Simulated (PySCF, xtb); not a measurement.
Si(AsH2)(F)3 (AsF₃H₂Si), SMILES F[Si](F)(F)[AsH2].

xtb with GFN2-xTB at its own geometry gives an orbital gap of 5.70 eV and a dipole moment of 2.58 D.

The structure is a stationary point at B3LYP-D3(BJ)/def2-SVP.

**Question.** What does PySCF with PBE/def2-TZVP give? (The exact figures need the calculation; the answer reports its results.)

**Answer.** gap 6.24 eV (levels -7.38 and -1.15 eV), dipole 2.08 D.
